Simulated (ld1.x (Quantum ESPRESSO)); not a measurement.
Mn (Z = 25), PAW: configuration errors across variants

ld1.x (Quantum ESPRESSO) 7.5 input, shortened:

```
&input
   title='Mn', zed=25., rel=1, dft='WC', iswitch=3,
   config='[Ar] 3d5 4s1 4p0 4f-2'
 /
 &inputp
   pseudotype=3, lpaw=.true., tm=.true., lloc=-1, rcloc=1.35,
   nlcc=.true., new_core_ps=.true.,
   which_augfun='PSQ', rmatch_augfun_nc=.true.
 /
7
4S  1  0   1.00   0.00  2.15  3.00  0.0
4S  1  0   0.00   0.15  2.15  3.00  0.0
4P  2  1   0.00   0.00  2.50  3.25  0.0
4P  2  1   0.00   4.40  2.50  3.25  0.0
3D  3  2   5.00   0.00  1.00  1.40  0.0
3D  3  2   0.00   0.45  1.00  1.40  0.0
4F  4  3  -2.00   0.15  2.00  2.70  0.0
 &test
   configts(1)='3d5 4s1 4p0'
 /
```

All-electron excitation energies from the reference (eV): (1) 3d5 4s2 4p0 -8.446; (2) 3d5 4s0 4p0 15.479; (3) 3d4 4s0 4p0 47.990; (4) 3d3 4s0 4p0 98.763; (5) 3d4 4s2 4p0 4.785; (6) 3d5 4s0 4p2 -0.438; (7) 3d4 4s2 4p1 -0.600.

The overlap operator is not positive definite (basis up to 400 Ry) in “base”, “all radii but the core radius scaled by about 0.89 (s 2.68, p 2.90, d 1.26, f 2.42 bohr, rcut 1.92/2.24/0.90/1.78); local potential all-electron potential smoothed inside 1.20 bohr (lloc = -1)”, “all radii but the core radius scaled by about 0.96 (s 2.88, p 3.12, d 1.34, f 2.58 bohr, rcut 2.06/2.40/0.96/1.92); local potential all-electron potential smoothed inside 1.30 bohr (lloc = -1)”, “all radii but the core radius scaled by about 1.05 (s 3.14, p 3.40, d 1.46, f 2.84 bohr, rcut 2.26/2.62/1.04/2.10); local potential all-electron potential smoothed inside 1.42 bohr (lloc = -1)”, “all radii but the core radius scaled by about 1.11 (s 3.34, p 3.62, d 1.56, f 3.00 bohr, rcut 2.40/2.78/1.12/2.22); local potential all-electron potential smoothed inside 1.50 bohr (lloc = -1)”, “all radii but the core radius scaled by about 1.16 (s 3.48, p 3.78, d 1.62, f 3.14 bohr, rcut 2.50/2.90/1.16/2.32); local potential all-electron potential smoothed inside 1.56 bohr (lloc = -1)”, “all radii but the core radius scaled by about 1.24 (s 3.72, p 4.02, d 1.74, f 3.34 bohr, rcut 2.66/3.10/1.24/2.48); local potential all-electron potential smoothed inside 1.66 bohr (lloc = -1)”, “all radii but the core radius scaled by about 1.31 (s 3.92, p 4.26, d 1.84, f 3.54 bohr, rcut 2.82/3.28/1.30/2.62); local potential all-electron potential smoothed inside 1.76 bohr (lloc = -1)”. Such files are unfit for use, however small their errors in these radial tests.

2 further variants failed, have other tests or too few solved ones, and are left out.

A true bound ghost makes a file unfit for plane-wave use even where its test errors are small: the radial tests pick states by their node count and pass the ghost by.

Errors AE − PS in meV (a dash: test not solved or not reliable):

```tsv
change	(1)	(2)	(3)	(4)	(5)	(6)	(7)	bound ghosts
base	-2.4	-6.0	-362	-1944	-250	+1.5	-233	s (f not tested, overlap not positive)
all radii but the core radius scaled by about 0.89 (s 2.68, p 2.90, d 1.26, f 2.42 bohr, rcut 1.92/2.24/0.90/1.78); local potential all-electron potential smoothed inside 1.20 bohr (lloc = -1)	-1.0	-6.0	-361	-1934	-213	-0.1	-193	s (f not tested, overlap not positive)
all radii but the core radius scaled by about 0.96 (s 2.88, p 3.12, d 1.34, f 2.58 bohr, rcut 2.06/2.40/0.96/1.92); local potential all-electron potential smoothed inside 1.30 bohr (lloc = -1)	-1.6	-5.9	-361	-1938	-230	+0.6	-213	s (f not tested, overlap not positive)
all radii but the core radius scaled by about 1.05 (s 3.14, p 3.40, d 1.46, f 2.84 bohr, rcut 2.26/2.62/1.04/2.10); local potential all-electron potential smoothed inside 1.42 bohr (lloc = -1)	-4.1	-6.0	-363	-1951	-281	+3.0	-264	s (f not tested, overlap not positive)
all radii but the core radius scaled by about 1.11 (s 3.34, p 3.62, d 1.56, f 3.00 bohr, rcut 2.40/2.78/1.12/2.22); local potential all-electron potential smoothed inside 1.50 bohr (lloc = -1)	-7.7	-6.1	-364	-1966	-337	+4.7	-320	s (f not tested, overlap not positive)
all radii but the core radius scaled by about 1.16 (s 3.48, p 3.78, d 1.62, f 3.14 bohr, rcut 2.50/2.90/1.16/2.32); local potential all-electron potential smoothed inside 1.56 bohr (lloc = -1)	-13	-6.1	-366	-1979	-329	+6.0	-323	s (f not tested, overlap not positive)
all radii but the core radius scaled by about 1.24 (s 3.72, p 4.02, d 1.74, f 3.34 bohr, rcut 2.66/3.10/1.24/2.48); local potential all-electron potential smoothed inside 1.66 bohr (lloc = -1)	-32	-6.4	-369	-2001	-505	+6.3	-476	s (f not tested, overlap not positive)
all radii but the core radius scaled by about 1.31 (s 3.92, p 4.26, d 1.84, f 3.54 bohr, rcut 2.82/3.28/1.30/2.62); local potential all-electron potential smoothed inside 1.76 bohr (lloc = -1)	–	–	–	–	–	–	–	p (f not tested, overlap not positive)
```

**Question.** Give the same row for: all radii but the core radius scaled by about 1.40 (s 4.20, p 4.56, d 1.96, f 3.78 bohr, rcut 3.02/3.50/1.40/2.80); local potential all-electron potential smoothed inside 1.90 bohr (lloc = -1).

**Answer.** –, –, –, –, –, –, –; bound ghosts: not determined (overlap not positive). Its overlap operator is not positive definite in a basis up to 400 Ry (lowest eigenvalue s -3.74, p -0.0045, f -9.77), so the file is unfit for use: the generalised eigenproblem breaks down once the basis is large enough, and its test numbers describe a broken file.
